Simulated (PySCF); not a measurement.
(E)-1-chloro-1-fluoroprop-1-ene (C3H4ClF), SMILES C/C=C(\F)Cl.

Geometry optimised at B3LYP-D3(BJ)/def2-SVP.

The numbers are results of PBE/def2-TZVP (PySCF), not measurements.

Isolated molecule, no solvent.

The total energy is -676.40926 hartree, the point group comes out as Cs and the highest occupied level is -5.97 eV. The lowest empty level comes out as -0.82 eV and the orbital gap comes out as 5.15 eV. The dipole moment comes out as 1.60 D and the quadrupole, principal values (traceless, Buckingham form, about the centre of nuclear charge) is -1.98, -0.96, 2.94 D·Å. The mean static polarisability comes out as 51.8 bohr³ (7.68 Å³). The polarisability, principal values is 35.4, 45.6, 74.4 bohr³.
